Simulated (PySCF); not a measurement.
## Spinor energies of Mo (molybdenum, neutral)

Start: [Kr] 4d5 5p1; 4d5/2 filled at m_j = -3/2, -1/2, +1/2, +3/2, +5/2; 5p3/2 filled at m_j = +3/2. Calculated with PySCF 2.14 in x2c-SVPall-2c with one added diffuse shell each of s, p, d type (7s9p7d1f, 76 functions): generalised Hartree-Fock with the X2C-1e Hamiltonian and a Gaussian nucleus; one run each with spin-orbit coupling (SO) switched off, then screened by Boettger's factors. This is a chosen level, not necessarily the ground level.

| spinor shell | electrons | ε, spin-free (eV) | ε, screened SO (eV) | weight of nominal j (screened SO) | rms radius, screened SO (bohr) |
| --- | --- | --- | --- | --- | --- |
| 1s1/2 | 2 | -20105.1 | -20104.1 | 1.000 | 0.0404 |
| 2s1/2 | 2 | -2914.7 | -2914.5 | 1.000 | 0.166 |
| 2p1/2 | 2 | -2600.1 | -2673.8 | 1.000 | 0.145 |
| 2p3/2 | 4 | -2600.1 | -2565.5 | 1.000 | 0.149 |
| 3s1/2 | 2 | -529.13 | -529.09 | 1.000 | 0.456 |
| 3p1/2 | 2 | -422.99 | -435.63 | 1.000 | 0.455 |
| 3p3/2 | 4 | -422.99 | -417.06 | 1.000 | 0.466 |
| 3d3/2 | 4 | -250.21 | -252.37 | 0.970 | 0.452 |
| 3d5/2 | 6 | -250.21 | -248.74 | 0.980 | 0.455 |
| 4s1/2 | 2 | -80.296 | -80.313 | 1.000 | 1.19 |
| 4p1/2 | 2 | -49.220 | -54.019 | 0.653 | 1.34 |
| 4p3/2 | 4 | -49.220 | -46.913 | 0.826 | 1.33 |
| 4d5/2 | 5 | -10.869 | -10.898 | 0.581 | 2.07 |
| 5p3/2 | 1 | -3.437 | -3.405 | 1.000 | 5.54 |

```json
{"quantity": "E (hartree)", "spin-free": "-4045.50186", "screened SO": "-4045.95684"}
{"quantity": "M_J", "spin-free": "4", "screened SO": "4"}
{"quantity": "⟨J²⟩", "spin-free": "20.044", "screened SO": "20.037"}
{"quantity": "⟨L²⟩", "spin-free": "2.041", "screened SO": "2.055"}
{"quantity": "⟨S²⟩", "spin-free": "12.002", "screened SO": "11.995"}
```

Each row is a mean over spinors that exchange with the open shell spreads, by up to 8.194 eV (4p3/2).

Rows whose weight is well below 1 are mixtures of j = l ± 1/2: exchange outweighs spin-orbit coupling there, and the label is only the starting occupation.

Breit and QED terms are absent; they matter most for the inner s and p1/2 levels.

Densities and radii are taken from the X2C orbitals without a picture-change correction, which distorts them close to the nucleus.

Without spin-orbit coupling the j labels of p, d and f shells carry no meaning; the spin-free column gives the mean over the occupied spinors of each nl shell.
